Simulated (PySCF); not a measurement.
Worked example: oscillator strength and radiative lifetime

C2H6NO, SMILES CC(N)=[OH+], charge +1.

The structure is a stationary point at B3LYP-D3(BJ)/def2-SVP. The isomer is the one that the SMILES or the coordinates give; other isomers of the formula were not compared. One conformer was computed; it need not be the lowest.

PySCF with TDDFT-ωB97X/def2-SVPD puts the first singlet state with f over 0.02 at 8.20 eV (vertical), with the transition dipole (-0.960, 0.732, 0.000) in atomic units.

Question: Find the oscillator strength, the wavelength and the radiative lifetime that this transition would have in vacuum if emission retraced absorption.

Answer: 
|μ|² = 1.4574 au, so |μ| = 3.07 D. ΔE = 8.20/27.211 = 0.3013 hartree. f = (2/3) ΔE |μ|² = 0.293 (the program prints 0.292).
λ = 1239.84/8.20 = 151 nm; ν = 66137 cm⁻¹.
Einstein's coefficient A = 0.6670 ν² f s⁻¹ (ν in cm⁻¹) = 8.5e8 s⁻¹, so τ = 1/A = 1.2 ns. This state is S1. The figure is the radiative limit of this one transition; relaxation, internal conversion, crossing to triplets and a medium change what is measured.
